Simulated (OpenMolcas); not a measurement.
V4+ with 3 ligands (chloride) in trigonal planar coordination (D3h). Ligand basis ANO-RCC-VDZP.

```yaml
Program: OpenMolcas 26.06
Method: CASSCF
Basis: ANO-RCC-VDZP [5s4p2d1f]
Scalar_Hamiltonian: DKH2, point nucleus
Active_space: 1 electron in 5 orbitals (3d)
State_averaging: 2S+1 = 2 even, 5 roots
Spin-orbit_coupling: state interaction with AMFI integrals over the reference wave functions
```

All ligands move together. At R = 2.15 Å the first state of the same spin is 2710 cm-1, and at R = 2.24 Å it is 2217 cm-1.

Q: A third run gives 2913 cm-1. What distance was it run at?

A: With a power law R^-n the two known points give n = -ln(2217 / 2710) / ln(2.24 / 2.15) = 4.90. Then R = 2.15 × (2710 / 2913)^(1/4.90) = 2.119 Å. The run was at 2.12 Å, so the estimate is off by -0.001 Å.

Ligand-to-metal charge-transfer states are missing. With metal d orbitals alone and no dynamic correlation the field as a rule comes out too small, by tens of per cent, by up to half for chloride and softer ligands. The least metal-like active orbital is 75 % on the metal (Löwdin) and no ligand orbital is active, so the numbers are rough (holds for R = 2.12; R = 2.15). The least metal-like active orbital is 76 % on the metal (Löwdin) and no ligand orbital is active, so the numbers are rough (holds for R = 2.24). No measured value stands beside these numbers; the geometry is a model, was not optimised and need not be the one that this ion takes.
